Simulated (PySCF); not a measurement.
In(OH)2(SeH) (H3InO2Se), SMILES [OH][In]([OH])[SeH]. The structure is a stationary point at r2SCAN-D4/def2-SVP. The structure was generated by enumeration; whether it is a known compound was not checked. The def2 effective core potentials stand for the cores of In; spin–orbit coupling is left out. One conformer was computed; it need not be the lowest.

Task: Give the equilibrium geometry at r2SCAN-D4/def2-SVP (PySCF confirms it by a frequency run) as a Z-matrix, and its point group. (The exact figures need the calculation; the answer reports its results.)

Result: This is not unique; one that fits is point group Cs.
```
In
O 1 2.0026
H 2 0.9677 1 112.07
O 1 2.0058 2 123.11 3 0.00
H 4 0.9677 1 112.34 2 0.00
Se 1 2.4936 2 119.70 3 -180.00
H 6 1.4733 1 89.29 2 -180.00
```
